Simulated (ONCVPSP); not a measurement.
## erbium, ONCV: configuration errors across variants

- Element: Er
- Generator: ONCVPSP 4.0.1
- Type: optimised norm-conserving Vanderbilt (ONCV)
- Functional: LDA (Perdew-Zunger)
- Relativity: scalar-relativistic
- Frozen core: [Kr] 4d10 4f11
- Valence charge: 11
- Reference configuration: 5s2 5p6 5d2 6s1
- Partial waves: 5s+6s: rc 2.30 bohr, ncon 3, nbas 7, qcut 4.5 1/bohr, 3 projectors, debl 1 Ha; 5p: rc 1.75 bohr, ncon 4, nbas 7, qcut 9.8 1/bohr, 2 projectors, debl 3.5 Ha; 5d: rc 2.65 bohr, ncon 4, nbas 8, qcut 6.1 1/bohr, 3 projectors, debl 0.7 Ha
- Local potential: polynomial inside 1.40 bohr (lpopt 5, dvloc0 -1 Ha)
- Core correction: Teter function fitted to the true core (icmod 2), fcfact 0.5

All-electron excitation energies from the reference (eV): (1) 5s2 5p6 5d1 6s2 -2.458; (2) 5s2 5p6 5d1 6s1 4.800; (3) 5s2 5p6 5d1 6s0 17.851; (4) 5s2 5p6 5d1 6s1.5 0.481.

Errors AE − PS in meV (a dash: test not solved or not reliable):

| change | (1) | (2) | (3) | (4) | bound ghosts | GHOST(+) flags above zero |
| --- | --- | --- | --- | --- | --- | --- |
| base | -3.6 | -7.3 | -9.0 | -5.1 | none | s |
| d: rc 2 | -3.7 | -7.4 | -9.0 | -5.2 | none | s |
| d: rc 2.28 | -3.8 | -7.5 | -9.1 | -5.3 | none | s |
| d: rc 2.7 | -3.5 | -7.2 | -8.9 | -5.0 | none | s |
| d: rc 3.1 | -2.4 | -6.3 | -8.1 | -4.1 | none | s, d |
| d: rc 3.36 | +0.2 | -4.0 | -5.8 | -1.7 | none | s |

Give the same row for: d: rc 3.68.

+0.4, -3.7, -5.4, -1.5; bound ghosts: none; GHOST(+) flags above zero: s.
